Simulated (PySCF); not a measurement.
silylphosphine (H₅PSi), singlet, at a GFN2-xTB geometry. Base run: HF/3-21G in PySCF.

Input for PySCF:
```python
from pyscf import gto, scf

mol = gto.M(
    atom='''
Si   -1.05846784    0.09179922    0.22155758
P     1.09953350   -0.07240592   -0.33991659
H    -1.78374110   -0.88506019   -0.58934952
H    -1.47836332    1.45493704   -0.09998404
H    -1.30634760   -0.17269873    1.64099048
H     1.32050240   -1.26744102    0.31993206
H     1.57349692    0.67116259    0.72535376
''',
    basis='3-21g',
    verbose=4,
)

mf = scf.RHF(mol)
mf.kernel()
```

The base run was repeated with changes; each row names its change, and settings that it needs were set with it.

```tsv
change	ΔE vs base (mEh)	fitting functions	dipole (D)
base	0.000	-	1.49
auxbasis = cc-pvqz-jkfit	___	___	1.49
auxbasis = even-tempered beta=2.0	0.132	209	1.53
auxbasis = even-tempered beta=3.0	-1.866	140	1.54
auxbasis = def2-tzvp-ri	___	___	1.49
auxbasis = def2-svp-ri	___	___	___
auxbasis = def2-universal-jkfit	0.077	346	1.49
auxbasis = def2-universal-jfit	4004.5	157	1.41
auxbasis = autoaux	0.297	256	1.53
exchange = seminumerical (SGX) (with mf = sgx.sgx_fit(mf, auxbasis='def2-universal-jfit'); with mf.with_df.dfj = True)	-0.717	157	1.49
```

Complete the blanks.


- auxbasis = cc-pvqz-jkfit, ΔE vs base (mEh): -0.065
- auxbasis = cc-pvqz-jkfit, fitting functions: 551
- auxbasis = def2-tzvp-ri, ΔE vs base (mEh): -3.276
- auxbasis = def2-tzvp-ri, fitting functions: 301
- auxbasis = def2-svp-ri, ΔE vs base (mEh): 458.5
- auxbasis = def2-svp-ri, fitting functions: 194
- auxbasis = def2-svp-ri, dipole (D): 1.45

A fitting set is made for a task (jfit for Coulomb, jkfit for Coulomb and exchange, ri for correlation) and for a family of orbital bases.
